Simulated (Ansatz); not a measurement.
Total energies of n-GeGeGeGeSiH12 (SiGe4H12) from Ansatz at BHLYP-D4/def2-TZVP, gas phase (1 Eh = 27.2114 eV = 2625.5 kJ/mol). The reference geometry is relaxed at r2SCAN-D4/def2-SVP.

```json
{"state": "charge 0 singlet", "geometry": "reference", "energy (Eh)": "-8604.68622"}
{"state": "charge 1 doublet", "geometry": "reference", "energy (Eh)": "-8604.34638"}
{"state": "free Ge atom (triplet)", "geometry": "–", "energy (Eh)": "-2076.90402"}
{"state": "free Si atom (triplet)", "geometry": "–", "energy (Eh)": "-289.37696"}
{"state": "free H atom (doublet)", "geometry": "–", "energy (Eh)": "-0.49854"}
```

Problem. Work out the vertical ionisation energy to the doublet.

Solution. E(charge 1 doublet) − E(charge 0 singlet) = -8604.34638 − (-8604.68622) = 0.33984 Eh = 9.25 eV. For comparison, −ε of the highest occupied level is 8.43 eV at this level, 0.82 eV less.

Problem. What is the binding energy per atom against free atoms?

Solution. Atoms: 4 × (-2076.90402) + 1 × (-289.37696) + 12 × (-0.49854) = -8602.97552 Eh. Binding: -8602.97552 − (-8604.68622) = 1.71070 Eh = 46.55 eV, or 2.74 eV for each of 17 atoms (no zero-point energy, no counterpoise term).
